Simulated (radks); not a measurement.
Removal energies from the scandium ion Sc12+, [He] 2s2 2p(1/2: 2, 3/2: 3), by Delta-SCF beside the eigenvalue of the level emptied. Calculated with a radial shooting solver on a logarithmic mesh with Libxc functionals: Dirac Kohn-Sham, relativistic LDA (MacDonald-Vosko exchange, VWN5 correlation), spin-unpolarised, spherical densities, finite nucleus; Fermi nuclear charge, rms radius of each element as measured or else 0.836 A^(1/3) + 0.57 fm. Sub-shells are occupied by j as written (lower j first in brackets).

removed from,final configuration,Delta-SCF (eV),-eigenvalue (eV)
2p3/2,"[He] 2s2 2p(1/2: 2, 3/2: 2)",761.55,723.74
2p1/2,"[He] 2s2 2p(1/2: 1, 3/2: 3)",766.89,728.81
2s1/2,"[He] 2s1 2p(1/2: 2, 3/2: 3)",836.21,802.69
1s1/2,"1s1 2s2 2p(1/2: 2, 3/2: 3)",4896.2,4753.9
